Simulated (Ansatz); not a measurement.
CH4AlO, SMILES `[CH3][Al-][OH]` (lower singlet; C–Al–O–H torsion 0°) (charge -1, multiplicity 1). This singlet lies 1.28 eV below the relaxed triplet at the level frozen-core CCSD(T)/aug-cc-pVDZ // PBE0-D3(BJ)/def2-TZVPD (Ansatz, a program for electronic structure).

Cartesian coordinates (Å):
```xyz
7

C     -0.8828    -0.0198     0.3044
Al     0.7566     1.1727     0.6764
O      2.0121     0.2251    -0.1687
H     -1.8191     0.3553     0.7364
H     -0.7128    -1.0327     0.7061
H     -1.0357    -0.1238    -0.7829
H      1.6816    -0.5768    -0.5846
```
Charge -1, spin multiplicity 1.

The restricted HF start is unstable towards unrestricted orbitals.

### Question
Give the natural occupations of the active orbitals, the CASSCF energy and the corrected energy for frozen-core fic-MRCISD+Q@CASSCF(6e,6o)/aug-cc-pVTZ // PBE0-D3(BJ)/def2-TZVPD run with Ansatz.

### Answer

| Quantity | Result |
|---|---|
| natural occupations | 1.98, 1.98, 1.98, 0.03, 0.02, 0.02 |
| CASSCF energy | -357.1581 Ha |
| corrected energy | -357.6242 Ha |
| weight of the reference | 0.886 |
